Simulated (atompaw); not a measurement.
A failed generation for antimony (Sb)

Input:

```
Sb 51
GGA-PBE scalarrelativistic loggrid 1500 logderivrange -3 5 201
5 5 4 0 0 0
5 1 2.75
0 0 0
c
c
c
c
v
c
c
c
v
c
c
2
3.02 2.80 2.44 2.28
y
3.4
n
y
0.95
n
y
0.4
n
custom rrkj vanderbiltortho besselshape
3 -0.5 troulliermartins
2.00
2.00
3.02
3.02
3.02
PWSCFOUT
UPFDX 0.0125d0 UPFXMIN -7.d0 UPFZMESH 51.d0
END
```

```bash
atompaw < Sb.input > Sb.log
```

End of the output:

```
   Projector type: RRKJ pseudization + Vanderbilt ortho.
   Bessel compensation charge shape zeroed at   2.8211E+00

 Number of basis functions     5
 No.   n  nodes  l      Energy         Cp coeff         Occ
  1    5    4    0   -0.1078194E+01  0.1362193E+02  0.2000000E+01
  2  999    5    0    0.3400000E+01  0.2541213E+01  0.0000000E+00
  3    5    3    1   -0.4786975E+00  0.6614794E+03  0.2750000E+01
  4  999    4    1    0.9500000E+00  0.1956565E+02  0.0000000E+00
  5  999    2    2    0.4000000E+00  0.1670424E+01  0.0000000E+00

 Eigenvalues of overlap operator (in the basis of projectors):
    1       -2.67055238E+05
    2        7.30664633E-02
    3        3.24610258E-01
    4        3.78850948E+00
    5        1.56410540E+02

The overlap operator has at least one negative eigenvalue!
It might be not positive definite...
Program is stopping.
This probably means that your projectors are too similar
or that your PAW basis is incomplete.
Advice: try to change your input parameters (f.i. : reference energies).
```

Question: Why did it fail, and what change makes it run?

Answer: The run stopped because the overlap operator built from these waves and projectors is not positive definite. A run that differs only in the following succeeds: all radii scaled by about 0.95 (s 1.90, p 2.85, d 2.85 bohr); local potential troulliermartins scheme with l = 3 at -0.5 Ry, radius 2.30 bohr; augmentation besselshape compensation charge, radius 2.65 bohr; PAW radius 2.85 bohr; waves and projectors: custom rrkj vanderbiltortho; core correction smooth core density matched at 2.15 bohr. Other answers can fit too; this one was computed.
